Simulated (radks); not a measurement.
Results of a calculation; reference values are marked as such.
Species: Ge2+. Configuration: [Ne] 3s2 3p5.75 3d10 4s2 5s0.25 (fractional occupations, a model configuration). Code: a radial shooting solver on a logarithmic mesh with Libxc functionals. Model: non-relativistic Kohn-Sham, XLYP, spin-polarised, spherical densities, point nucleus; open shells are filled with parallel spins first.

Local quantities along the radius. ELF = 1/(1 + alpha^2) is the electron localisation function; alpha = (tau - tau_W)/tau_unif compares the Pauli kinetic energy density with that of the uniform gas (summed over spins).

```
   r/bohr * ELF (the largest magnitude, 1, reaches the edge; | marks zero)
 0.002423 |                                                      *
 0.003258 |                                                      *
 0.004345 |                                                      *
 0.005795 |                                                      *
 0.007729 |                                                      *
  0.01031 |                                                      *
  0.01386 |                                                      *
  0.01849 |                                                      *
  0.02466 |                                                     *
  0.03289 |                                                   *
  0.04421 |                                         *
  0.05897 |                      *
  0.07865 |               *
   0.1049 |                           *
   0.1399 |                                         *
   0.1881 |                                         *
   0.2509 |                      *
   0.3346 |             *
   0.4463 |                               *
   0.6001 |                                         *
   0.8003 |                                    *
    1.067 |                   *
    1.424 |          *
    1.899 |                    *
    2.553 |                       *
    3.405 | *
    4.542 |            *
    6.057 |                                                   *
    8.144 |                                                      *
    10.86 |                                                      *
```

On this mesh the ELF has minima near r = 0.079, 0.33, 1.4, 3.4 bohr, which separate the shells, and maxima near 0.16 (0.80), 0.60 (0.77), 2.2 (0.53).

Self-consistent cycle (total energy in hartree, residual of the potential): 1: -2069.995926, 7e+00; 2: -2074.009946, 3e+00; 3: -2075.276148, 6e-01; 4: -2075.255929, 6e-01; 5: -2075.319886, 2e-01; 6: -2075.330121, 2e-02; 7: -2075.330164, 5e-03; 8: -2075.330169, 9e-04; 9: -2075.330169, 2e-05; 10: -2075.330169, 9e-06; 11: -2075.330169, 5e-06; 12: -2075.330169, 1e-08; 13: -2075.330169, 4e-09.
